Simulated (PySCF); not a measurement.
A structure optimised at PBE0-D3(BJ)/def2-SVP, used in a PySCF frequency run:

```xyz
6

O      0.1849     1.7296     0.0000
Ge     0.0095     0.0090     0.0000
F     -0.8431    -0.5633    -1.3662
F      1.5607    -0.6882     0.0000
F     -0.8431    -0.5633     1.3662
H     -0.6537     2.2072     0.0000
```

Problem. Write its SMILES, formula and point group.

Solution. [OH][Ge]([F])([F])[F], F3GeHO, Cs

Problem. What are its rotational constants (standard atomic weights)?

Solution. 3.5202, 3.4552, 3.4150 GHz
